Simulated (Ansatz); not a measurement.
C$_{2}$H$_{4}$FGeN, SMILES `N#C[CH2][GeH2][F]` from Hartree–Fock to CCSD(T)

```xyz
9

N    -1.006    2.444    0.797
C    -0.287    1.659    0.360
C     0.564    0.624   -0.172
Ge   -0.314   -1.133   -0.013
F     0.847   -2.238   -0.691
H     1.509    0.589    0.372
H     0.778    0.810   -1.227
H    -0.517   -1.535    1.451
H    -1.574   -1.219   -0.878
```

Charge 0, multiplicity 1. Correlated methods include outer-core shells of Ge, which these sets cover unevenly. Scalar relativity is left out up to krypton. Geometry: relaxed with PBE0-D4/def2-TZVP. It is one conformer, not always the lowest. Frozen core, restricted reference, Ansatz.

| basis | HF (Eh) | MP2 corr. | CCSD corr. | (T) | CCSD(T) total |
| --- | --- | --- | --- | --- | --- |
| def2-SVP | -2306.90147 | -0.83091 | -0.85191 | -0.02631 | -2307.77969 |
| def2-TZVPP | -2307.44948 | -1.01094 | -1.02603 | -0.04190 | -2308.51741 |
| def2-QZVPP | -2307.50194 | -1.33150 | – | – | – |
